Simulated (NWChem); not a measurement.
Everything below was run with NWChem. System: MoO₃, charge 0, spin multiplicity 1, at a geometry optimised with B3LYP/def2-SVP with def2 effective core potentials on Mo. The structure started from a generated list of species. Level: PBE0/def2-SVP with def2 effective core potentials on Mo.

Job file:

```
start mol
memory heap 200 mb stack 900 mb global 1100 mb
geometry units angstroms nocenter noautoz
  Mo     0.143827     0.137403     0.000000
  O      0.305495    -0.823692     1.397103
  O      0.305495    -0.823692    -1.397103
  O     -1.366080     0.926018     0.000000
  symmetry group Cs
end
basis spherical
  * library def2-svp
end
ecp
  Mo library def2-ecp
end
dft
  xc pbe0
  semidirect memsize 60000000 filesize 0
  iterations 100
end
task dft energy
```

Part of the output:

```
             Northwest Computational Chemistry Package (NWChem) 7.3.0
             --------------------------------------------------------

                                NWChem Input Module
                                -------------------

 Scaling coordinates for geometry "geometry" by  1.889725989
 (inverse scale =  0.529177249)

 Turning off AUTOSYM since
 SYMMETRY directive was detected!

                             Geometry "geometry" -> ""
                             -------------------------

 Output coordinates in angstroms (scale by  1.889725989 to convert to a.u.)

  No.       Tag          Charge          X              Y              Z
 ---- ---------------- ---------- -------------- -------------- --------------
    1 Mo                  42.0000     0.14382700     0.13740300     0.00000000
    2 O                    8.0000     0.30549500    -0.82369200     1.39710300
    3 O                    8.0000     0.30549500    -0.82369200    -1.39710300
    4 O                    8.0000    -1.36608000     0.92601800     0.00000000

 Effective nuclear repulsion energy (a.u.)     349.4975910818

            Nuclear Dipole moment (a.u.)
            ----------------------------
        X                 Y               Z
 ---------------- ---------------- ----------------
     0.0000264562    -0.0000037795     0.0000000000

      Symmetry information
      --------------------

 Group name             Cs
 Group number              2
 Group order               2
 No. of unique centers     3

      Symmetry unique atoms

     1    2    4


 Summary of "ao basis" -> "" (spherical)
 ------------------------------------------------------------------------------
       Tag                 Description            Shells   Functions and Types
 ---------------- ------------------------------  ------  ---------------------
 *                          def2-svp                  on all atoms

                                 NWChem DFT Module
                                 -----------------

 Summary of "ao basis" -> "ao basis" (spherical)
 ------------------------------------------------------------------------------
[...]
              MO Center= -2.4D-01, -2.3D-01,  4.4D-14, r^2= 3.1D+00
   Bfn.  Coefficient  Atom+Function         Bfn.  Coefficient  Atom+Function
  ----- ------------  ---------------      ----- ------------  ---------------
    65      0.379351  4 O  pz                68      0.285972  4 O  pz
    36     -0.236813  2 O  py                50      0.236813  3 O  py
    35      0.226791  2 O  px                49     -0.226791  3 O  px
    37     -0.189478  2 O  pz                51     -0.189478  3 O  pz
    39     -0.178545  2 O  py                53      0.178545  3 O  py

 Vector   20  Occ=0.000000D+00  E=-1.751124D-01  Symmetry=a'
              MO Center=  5.9D-01,  5.7D-01, -3.0D-14, r^2= 2.4D+00
   Bfn.  Coefficient  Atom+Function         Bfn.  Coefficient  Atom+Function
  ----- ------------  ---------------      ----- ------------  ---------------
    15      0.503472  1 Mo d -2               4      0.470759  1 Mo s
    17     -0.291000  1 Mo d  0               2     -0.282537  1 Mo s
     9      0.180270  1 Mo px                10      0.172220  1 Mo py
     3     -0.165059  1 Mo s                  5      0.160960  1 Mo s
    20      0.159219  1 Mo d -2               6     -0.135671  1 Mo px

 Vector   21  Occ=0.000000D+00  E=-9.046588D-02  Symmetry=a"
              MO Center=  2.3D-01, -3.3D-02, -7.6D-12, r^2= 2.1D+00
   Bfn.  Coefficient  Atom+Function         Bfn.  Coefficient  Atom+Function
  ----- ------------  ---------------      ----- ------------  ---------------
    18      0.704160  1 Mo d  1              16     -0.294887  1 Mo d -1
    35      0.266095  2 O  px                49     -0.266095  3 O  px
    38      0.247425  2 O  px                52     -0.247425  3 O  px
     8      0.178259  1 Mo pz                11     -0.162524  1 Mo pz
    21     -0.162903  1 Mo d -1              65     -0.138030  4 O  pz

 Vector   22  Occ=0.000000D+00  E=-9.046097D-02  Symmetry=a'
              MO Center= -2.2D-02,  2.3D-01,  7.7D-12, r^2= 2.1D+00
   Bfn.  Coefficient  Atom+Function         Bfn.  Coefficient  Atom+Function
  ----- ------------  ---------------      ----- ------------  ---------------
    19      0.718340  1 Mo d  2              64      0.330018  4 O  py
    67      0.312205  4 O  py                17      0.236621  1 Mo d  0
    24      0.198687  1 Mo d  2              37     -0.150098  2 O  pz
    51      0.150098  3 O  pz                40     -0.131203  2 O  pz
    54      0.131203  3 O  pz                 7      0.128868  1 Mo py

 center of mass
 --------------
 x =   0.02595610 y =   0.02479638 z =   0.00000000

 moments of inertia (a.u.)
 ------------------
         355.977950716766          94.186732905815           0.000000000000
          94.186732905815         347.369606679764           0.000000000000
           0.000000000000           0.000000000000         257.387139197586

     Multipole analysis of the density
     ---------------------------------

     L   x y z        total         alpha         beta         nuclear
     -   - - -        -----         -----         ----         -------
     0   0 0 0     -0.000000    -19.000000    -19.000000     38.000000

     1   1 0 0      1.445808      4.528002      4.528002     -7.610195
     1   0 1 0      1.382015      4.326166      4.326166     -7.270316
     1   0 0 1     -0.000000     -0.000000     -0.000000      0.000000

     2   2 0 0    -27.438190    -43.559334    -43.559334     59.680479
     2   1 1 0      4.143616     26.836400     26.836400    -49.529185
     2   1 0 1      0.000000      0.000000      0.000000      0.000000
     2   0 2 0    -27.817575    -46.012451    -46.012451     64.207326
     2   0 1 1     -0.000000     -0.000000     -0.000000      0.000000
     2   0 0 2    -31.777561    -71.651572    -71.651572    111.525584

 Task  times  cpu:        2.8s     wall:        2.8s

 Total times  cpu:        2.8s     wall:        2.8s
```
